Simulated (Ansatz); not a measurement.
Q: Name a neutral molecule of B, C, S and H with size of the dipole moment (PBE/def2-TZVPP) between 1.85 and 2.15 D and size of the dipole moment (B3LYP/def2-TZVPP) between 1.75 and 2.05 D (Ansatz, PBE0-D4/def2-TZVP geometry).

A: `B1CCCS1` (1.88 D, 1.84 D); `BC1=C(S)C1` (2.05 D, 1.82 D); `CCBSC` (1.95 D, 1.90 D). Other molecules can fit too; these were computed, each in one conformer that needn't be the lowest.

B3LYP here is the variant with VWN-RPA as its local correlation; programs differ in this.
